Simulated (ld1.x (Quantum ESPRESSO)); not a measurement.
Zn: variants of one RRKJ potential

Base potential:

zinc (Zn), norm-conserving RRKJ (Kleinman–Bylander form), made with ld1.x (Quantum ESPRESSO) 7.5 (PW91, fully relativistic). Core [Ar], reference 3d10 4s1.75 4p0.25. Waves: 4s (bound): rc 1.80 bohr; 4p (bound): rc 2.70 bohr; 3d (bound): rc 1.45 bohr. Local part: the d channel. Core correction: a·sin(br)/r model core, default radius (core density twice the valence density). rho0 = 0.02.

Open shells are filled in proportion to 2j + 1 (rel_dist='average').

Cutoffs, loose and tight: the cutoffs (Ry, on a coarse ladder) from which the occupation-weighted sum of valence levels, in a spherical-Bessel basis at the reference potential, stays within 10 and 1 mRy of its value at 400 Ry. They do not see the model core or the augmentation charge, which bear on the density cutoff. Test errors are all-electron minus pseudo excitation energies from the reference, over the configurations 3d10 4s2 4p0; 3d10 4s1 4p0; 3d10 4s0 4p0; 3d9 4s0 4p0; 3d10 4s0 4p2; 3d9 4s2 4p1; 3d8 4s0 4p0. A dash means not determined; rows that change the core or the reference have their own tests. The largest error is taken over the tests solved by every variant that gives reliable tests at all: 3d10 4s0 4p0; 3d10 4s1 4p0; 3d10 4s2 4p0; 3d8 4s0 4p0; 3d9 4s0 4p0.

A true bound ghost makes a file unfit for plane-wave use even where its test errors are small: the radial tests pick states by their node count and pass the ghost by. Where a test does run into it, the solver fails or the error is huge.

The default core radius of the base comes out at 0.33 bohr.

| change | outcome | cutoff, loose | cutoff, tight | bound ghosts | largest test error (meV) |
| --- | --- | --- | --- | --- | --- |
| base | generated, misses its reference levels by 0.22 eV | 140 Ry | 230 Ry | s, p3/2, p1/2 | -1013 |
| core correction a·sin(br)/r model core inside 0.62 bohr | generated, misses its reference levels by 0.22 eV | 140 Ry | 230 Ry | s, p3/2, p1/2 | -1014 |
| core correction a·sin(br)/r model core inside 0.90 bohr | generated, misses its reference levels by 0.22 eV | 140 Ry | 230 Ry | s, p3/2, p1/2 | -1004 |
| core correction a·sin(br)/r model core inside 1.02 bohr | generated, misses its reference levels by 0.22 eV | 140 Ry | 230 Ry | s, p3/2, p1/2 | -988 |
| core correction a·sin(br)/r model core inside 1.26 bohr | generated, misses its reference levels by 0.22 eV | 140 Ry | 230 Ry | s, p3/2, p1/2 | -928 |
| core correction a·sin(br)/r model core inside 1.48 bohr | generated, misses its reference levels by 0.22 eV | 140 Ry | 230 Ry | s, p3/2, p1/2 | -841 |
| core correction a·sin(br)/r model core inside 1.66 bohr | generated, misses its reference levels by 0.22 eV | 140 Ry | 230 Ry | s, p3/2, p1/2 | -759 |

Question: What comes out with this change to the base: core correction none?

Answer: outcome: generated, misses its reference levels by 0.22 eV; cutoff, loose: 140 Ry; cutoff, tight: 230 Ry; bound ghosts: s, p3/2, p1/2; largest test error (meV): -524.
